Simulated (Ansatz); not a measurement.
ClFGeH$_{3}$In, SMILES `[F][In]([Cl])[GeH3]`. The species carries charge 0 and has multiplicity 1. In: def2 effective core potential.

```xyz
7

F    -0.5970   -2.3378    1.5893
In   -0.2228   -0.4618    1.2217
Cl   -0.2341    0.6997    3.2313
Ge    0.2002    0.4069   -1.1697
H     1.5412   -0.1610   -1.6503
H    -0.9346   -0.0840   -2.0758
H     0.2471    1.9380   -1.1465
```

(1) List the harmonic frequencies (cm⁻¹, unscaled) at PBE0-D4/def2-TZVP in Ansatz. (Best estimate.)

(2) Is this a minimum?

(3) Give the ideal-gas thermochemistry at 298.15 K and 1 bar (rigid rotor, harmonic oscillator; point group C1, symmetry number 1).

## Answers

(1) Ansatz gave: 21, 55, 94, 126, 209, 368, 435, 451, 585, 764, 875, 877, 2163, 2178, 2184.

(2) Yes, all 15 modes are real.

(3) Zero-point energy 68.1 kJ/mol; H(298) − E = 91.0 kJ/mol; entropy 399.0 J/(mol·K), of which translation 177.5, rotation 123.1, vibration 98.5; G(298) − E = -27.9 kJ/mol. Modes under 100 cm⁻¹ are hindered rotations or soft bends, so the harmonic entropy is rough.
